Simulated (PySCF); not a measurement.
## TaNCl₂ + H₂O → TaON + 2 HCl

Level: PBE0 in the def2-TZVP basis family, computed in PySCF with density fitting; scalar-relativistic core potentials for atoms from Rb on, none lighter, no spin–orbit coupling; open shells unrestricted.

```
species                                                                  state and structure       E (Eh)  ZPE (kJ/mol)  H(298 K) − H(0) (kJ/mol)  S° (J/(mol K))
 TaNCl₂  singlet, Cs, Ta–Cl 2.305 Å (×2), Ta–N 1.680 Å; Cl–Ta–Cl 114.7°, Cl–Ta–N 106.7° (×2)  -1031.92361          14.3                      16.5           337.0
    H₂O                                         singlet, C2v, O–H 0.960 Å (×2); H–O–H 105.1°    -76.37736          56.5                       9.9           188.7
   TaON                               singlet, Cs, Ta–N 1.706 Å, Ta–O 1.748 Å; N–Ta–O 105.0°   -186.81374          13.9                      11.0           278.5
    HCl                                                           singlet, C∞v, H–Cl 1.279 Å   -460.66440          17.9                       8.7           186.6
```

Question: What is the electronic reaction energy?

Answer: At PBE0/def2-TZVP, ΔE = 416.0 kJ/mol from the differences of the total energies times 2625.5, uphill. 

Question: Add zero-point, thermal and entropy terms for 298.15 K and 1 bar.

Answer: ΔZPE = -21.1 and Δ[H(298) − H(0)] = 2.0 kJ/mol give ΔH° = 396.9 kJ/mol. ΔS° = 126.0 J/(mol K), so ΔG° = 396.9 − 298.15 × (0.1260) = 359 kJ/mol.

Spin–orbit coupling can matter for TaNCl₂, TaON and is left out. Each species is the lowest minimum found with this bonding; other isomers or fragments can lie lower.
